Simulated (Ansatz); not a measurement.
Geometry optimisation, RHF/def2-SVP (Ansatz).

input.yaml

```yaml
crystal:
  periodic: [false, false, false]
  atoms:
    - { symbol: W, position_ang: [0.069466, -0.089402, -0.2027] }
    - { symbol: H, position_ang: [0.748443, -0.666641, 1.242571] }
    - { symbol: F, position_ang: [1.864745, -0.344566, -0.601282] }
    - { symbol: F, position_ang: [0.325175, 1.519247, -1.099205] }
    - { symbol: F, position_ang: [-1.308779, 0.847552, 0.604231] }
    - { symbol: F, position_ang: [-1.021237, -1.55019, 0.15217] }
    - { symbol: H, position_ang: [-0.073032, -0.887783, -1.653578] }
    - { symbol: P, position_ang: [1.916654, 2.153944, 2.010626] }
    - { symbol: H, position_ang: [2.89539, 1.626865, 1.136585] }
    - { symbol: H, position_ang: [1.160896, 2.806723, 1.013465] }
    - { symbol: H, position_ang: [1.129379, 0.97405, 2.056116] }
basis:
  gaussian: { orbitals: def2-SVP }
hamiltonian:
  xc: hf
relax:
  f_tol: 0.03
  max_steps: 50
```

Run as:

```bash
$ ansatz run input.yaml --threads 2 --pin off --max-ram 3072MiB --backend cpu --events-out ev --progress --plain --runs-dir out
```

Question: Where does it end, and by what steps?

Answer: The run converged. The force dipped under the threshold on the way, but the program's further checks kept it going. After 11 steps the energy has fallen by 0.240 eV; H11 moved furthest, 1.13 Å.

| step | energy less start (eV) | largest force component (eV/Å) | accepted |
| --- | --- | --- | --- |
| 0 | 0.0000 | 0.696 | yes |
| 1 | -0.1274 | 0.438 | yes |
| 2 | -0.1896 | 0.180 | yes |
| 3 | -0.2187 | 0.301 | yes |
| 4 | -0.2283 | 0.147 | yes |
| 5 | -0.2359 | 0.093 | yes |
| 6 | -0.2388 | 0.037 | yes |
| 7 | -0.2396 | 0.007 | yes |
| 8 | -0.2398 | 0.112 | yes |
| 9 | -0.2402 | 0.035 | yes |
| 10 | -0.2404 | 0.002 | yes |
| 11 | -0.2405 | 0.019 | yes |

```xyz
11
Properties=species:S:1:pos:R:3
W -0.082 -0.305 -0.442
H 0.651 -0.848 0.951
F 1.698 -0.552 -0.905
F 0.169 1.335 -1.263
F -1.401 0.629 0.458
F -1.159 -1.761 -0.041
H -0.257 -1.119 -1.885
P 2.301 2.626 2.238
H 2.969 1.684 1.421
H 1.362 3.015 1.257
H 1.456 1.684 2.870
```

Whether the end is a true minimum wasn't checked by a vibrational analysis.

The run took 39 s on 2 threads of Arm Neoverse V1 (shared host), peak memory 0.32 GiB.
